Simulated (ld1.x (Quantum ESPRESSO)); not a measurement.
**Logarithmic derivatives: Sm, TM**

ld1.x (Quantum ESPRESSO) 7.5 input, shortened:

```
&input
   title='Sm', zed=62., rel=1, dft='PBESOL', iswitch=3,
   config='[Xe] 4f6 5d0 6s2 6p0'
 /
 &inputp
   pseudotype=2, tm=.true., lloc=0,
   nlcc=.false.
 /
4
5P  2  1   6.00   0.00  1.95  1.95  0.0
5D  3  2   0.00   0.00  2.25  2.25  0.0
4F  4  3   6.00   0.00  0.85  0.85  0.0
5S  1  0   2.00   0.00  1.45  1.45  0.0
 &test
   configts(1)='4f6 5s2 5p6 5d0 6s2 6p0'
 /
```

Occupied shells without a wave of their own: 6s. They enter only through the test configuration that unscreens the potential.

The phase is arctan(r·u′/u) with u = r·R(r), unwrapped; energies in Ry, scanned from -5 to 5 Ry. A pole is an energy at which the radial function vanishes at the test radius. The pseudo phase is shifted by a multiple of π to meet the all-electron one at the reference energy, and phase errors are pseudo minus all-electron; the curves can meet again beyond the range given. Levels narrower than the energy grid can be missing from the lists of poles.

Question: For each channel, where are the poles, and over which energies does the pseudopotential scatter like the atom?

Answer:

| channel | radius (bohr) | reference energy (Ry) | poles, all-electron | poles, pseudo | unbroken range about the reference energy with phases within 0.05 rad | phase error 1 Ry above the reference energy (rad) |
| --- | --- | --- | --- | --- | --- | --- |
| s | 2.44 | -3.18 | -2.87 | -2.87 | below 0.7 | -0.001 |
| p | 2.44 | -1.71 | -1.06 | -1.06 | below 2.0 | -0.001 |
| d | 2.44 | -0.12 | 1.70 | 1.68 | below 4.3 | -0.002 |
| f | 2.44 | -0.18 | -0.07 | -0.07 | below 1.7 | +0.008 |

Phases in the d channel:

| E (Ry) | all-electron | pseudo |
| --- | --- | --- |
| -5.00 | 1.378 | 1.377 |
| -4.74 | 1.372 | 1.371 |
| -4.48 | 1.365 | 1.365 |
| -4.22 | 1.358 | 1.358 |
| -3.96 | 1.350 | 1.349 |
| -3.70 | 1.341 | 1.340 |
| -3.44 | 1.330 | 1.330 |
| -3.18 | 1.319 | 1.318 |
| -2.92 | 1.305 | 1.304 |
| -2.66 | 1.288 | 1.288 |
| -2.40 | 1.269 | 1.268 |
| -2.14 | 1.245 | 1.244 |
| -1.88 | 1.215 | 1.214 |
| -1.62 | 1.175 | 1.174 |
| -1.36 | 1.120 | 1.120 |
| -1.10 | 1.041 | 1.040 |
| -0.84 | 0.914 | 0.913 |
| -0.58 | 0.690 | 0.690 |
| -0.32 | 0.263 | 0.263 |
| -0.06 | -0.388 | -0.388 |
| 0.20 | -0.904 | -0.905 |
| 0.46 | -1.181 | -1.181 |
| 0.72 | -1.333 | -1.334 |
| 0.98 | -1.427 | -1.429 |
| 1.24 | -1.492 | -1.494 |
| 1.50 | -1.541 | -1.543 |
| 1.76 | -1.579 | -1.583 |
| 2.02 | -1.612 | -1.616 |
| 2.28 | -1.642 | -1.647 |
| 2.54 | -1.669 | -1.676 |
| 2.80 | -1.697 | -1.705 |
| 3.06 | -1.725 | -1.735 |
| 3.32 | -1.756 | -1.769 |
| 3.58 | -1.790 | -1.808 |
| 3.84 | -1.831 | -1.855 |
| 4.10 | -1.881 | -1.917 |
| 4.36 | -1.948 | -2.001 |
| 4.62 | -2.040 | -2.127 |
| 4.88 | -2.179 | -2.331 |
